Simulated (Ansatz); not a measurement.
Consider the ligand exchange at the Si–S bond: `S[Si]Cl` + HBr → `Cl[Si]Br` + H₂S.

Gas-phase electronic energies from Ansatz, PBE0-D4/def2-TZVP geometries. CBS: MP2 limit from def2 TZ/QZ plus the TZ coupled-cluster correction, frozen cores. This one scheme is used for every species. For Br outer-core shells are correlated without core-valence functions, which leaves a few kJ/mol of doubt a bond. Scalar relativity is left out up to krypton. Each species was taken in one conformer, which may not be the lowest.

`S[Si]Cl`:

Z-matrix (Å, degrees):
```
S
Si 1 2.135
H 1 1.346 2 92.8
Cl 2 2.086 1 97.3 3 -180.0
```

HBr:

Z-matrix (Å, degrees):
```
Br
H 1 1.420
```

`Cl[Si]Br`:

Z-matrix (Å, degrees):
```
Si
Cl 1 2.076
Br 1 2.251 2 101.6
```

H₂S:

Cartesian coordinates in Å:
```
S 0.040 -0.275 -0.554
H -0.722 -0.477 0.531
H 0.682 0.752 0.023
```

| level | ΔE (kJ/mol) |
| --- | --- |
| CCSD(T)/def2-QZVPP | -21.7 |
| MP2/CBS(def2) | -23.4 |

Problem. What does CCSD(T)/CBS give? (An estimate is asked.)

Solution. Ansatz gave: -23.0 kJ/mol. The listed levels differ from it by 1.3, -0.4 kJ/mol.

Largest T1 diagnostic among the species: 0.014.

In def2-TZVPP, CCSD(T) changes the Hartree–Fock value by +8.7 kJ/mol (the triples alone add +1.5 kJ/mol) and MP2 by +8.4 kJ/mol. Leaving LDA and LC-ωPBE aside and taking each functional with its dispersion term where it has one, the values, not all of them listed here, spread over 7.2 kJ/mol, from BHLYP-D4 to B97M-V. LDA lies +3.9 kJ/mol from PBE without D4.
